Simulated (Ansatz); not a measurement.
Results of the Gaussian-basis code of Ansatz.

A structure relaxed at PBE0-D4/def2-TZVP, charge 0, multiplicity 1:

| atom | x (Å) | y (Å) | z (Å) |
| --- | --- | --- | --- |
| Cl1 | -0.996 | 0.450 | 2.020 |
| C2 | 0.095 | -0.265 | 0.833 |
| O3 | -0.557 | -1.060 | -0.165 |
| Si4 | 0.120 | 0.289 | -0.891 |
| H5 | 0.893 | -0.787 | 1.351 |
| H6 | -0.809 | 1.340 | -1.346 |
| H7 | 1.255 | 0.033 | -1.802 |

Q: Give its formula and SMILES.

A: CH3ClOSi, `ClC1O[SiH2]1`.

Q: Summarise the bond lengths by kind.

A: 1 × C–Cl 1.764 Å; 1 × C–O 1.432 Å; 1 × C–Si 1.810 Å; 1 × C–H 1.086 Å; 1 × O–Si 1.675 Å; 2 × H–Si 1.475 to 1.478 Å.
